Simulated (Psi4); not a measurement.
C$_{2}$H$_{7}$BrO$_{2}$Sn, singlet, at a GFN2-xTB geometry (such geometries of metal compounds can be far from the true shape) (core potentials on Sn).

Input for Psi4:
```
memory 2 GB

molecule {
0 1
  Sn    0.17239917   -0.55642010    0.26800833
  Br   -0.41790848    1.83965229    0.19919491
  O     1.68421214   -0.85344516   -0.98800329
  C     3.03927083   -0.84477206   -0.63692098
  O    -1.37442724   -1.47140798   -0.58247180
  C    -2.71046593   -1.06215594   -0.46845076
  H     0.55268432   -1.05182301    1.91941927
  H     3.56901723   -1.24928136   -1.50062687
  H     3.40142504    0.16603752   -0.43715820
  H     3.25689945   -1.47623305    0.22747239
  H    -3.13971587   -1.34606657    0.49434164
  H    -2.84068801    0.01356632   -0.61477701
  H    -3.24389251   -1.58263207   -1.26487819
}

set basis def2-svpd

energy('pbe')
print_variables()
```

Q: What is the computed nuclear repulsion energy (Psi4 with PBE/def2-SVPD)?

A: 607.8004 Eh

Q: What number of basis functions does PBE/def2-SVPD give?

A: 215

Q: What dipole moment does PBE/def2-SVPD give?

A: 2.01 D

Q: Roughly what does it cost on one core?

A: around 60 core-seconds (rough).
